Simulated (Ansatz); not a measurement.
**Energy profile**

The step: Si₂H₃OF₃ ([F][Si]([F])([F])[O][SiH3]) + NH₃ + HF → SiNH₂F₃ ([NH2][Si]([F])([F])[F]) + SiH₄O ([OH][SiH3]) + HF; bonds formed: O2–H9, H7–F10; dative contacts that become bonds: Si1–N8; bonds broken: Si1–O2, H7–N8, H9–F10 (atoms numbered as in the saddle structure below).

```xyz
15
angstrom
Si -0.6938 0.7281 0.8245
O 0.2848 -0.0541 -0.6461
Si -0.0593 0.0345 -2.2893
F -1.9638 0.5178 -0.1222
F 0.2097 2.0182 0.6361
F -1.5312 1.2655 2.0999
H 1.2259 -0.7960 1.3282
N 0.0483 -0.6296 1.7591
H 1.2104 -0.3927 -0.3065
F 2.1307 -0.8748 0.6116
H -0.5099 1.4055 -2.6075
H 1.2075 -0.2916 -2.9832
H -1.1050 -0.9582 -2.6203
H -0.0377 -0.4615 2.7556
H -0.4166 -1.5114 1.5599
```

Electronic energies by CCSD(T) at an estimated basis limit (MP2 extrapolated from triple and quadruple zeta, plus CCSD(T) − MP2 in triple zeta), on PBE0-D4/def2-TZVP structures; Si2NH7OF4, singlet; no counterpoise correction. Computed with Ansatz 0.2.0 (basis: def2-TZVPP and def2-QZVPP); correlated methods freeze the cores. Extrapolation: Hartree–Fock as exp(−7.88 √X), correlation as X^−2.97.

**Question.** Give the profile in kJ/mol, counted from the separated reactants. (An estimate is asked for; the value comes from the calculation.)

**Answer.** By the calculation:
```tsv
point	kJ/mol
separated: Si2H3OF3 (linked as [F][Si]([F])([F])[O][SiH3]; Si1, O2, Si3, F4, F5, F6, H11, H12, H13; singlet) + NH3 (H7, N8, H14, H15; singlet) + HF (H9, F10; singlet)	0.0
start structure	-70.3
saddle	28.3
end structure	-1.3
separated: SiNH2F3 (linked as [NH2][Si]([F])([F])[F]; Si1, F4, F5, F6, N8, H14, H15; singlet) + SiH4O (linked as [OH][SiH3]; O2, Si3, H9, H11, H12, H13; singlet) + HF (H7, F10; singlet)	61.9
```

No T1 diagnostic of these runs exceeds 0.012.

For scale, one of the runs: CCSD(T)/def2-TZVPP, 368 basis functions, launched by `ansatz run in.yaml --threads 4 --pin off --events-out ev --progress --plain --max-ram 66560MiB --backend cuda --devices 0, --max-vram 37GiB`. Time: 36 s of wall clock on 4 CPU threads of an AMD EPYC 7R13 and a share of one NVIDIA H100; the host was shared. Peak host memory: 1.5 GiB.
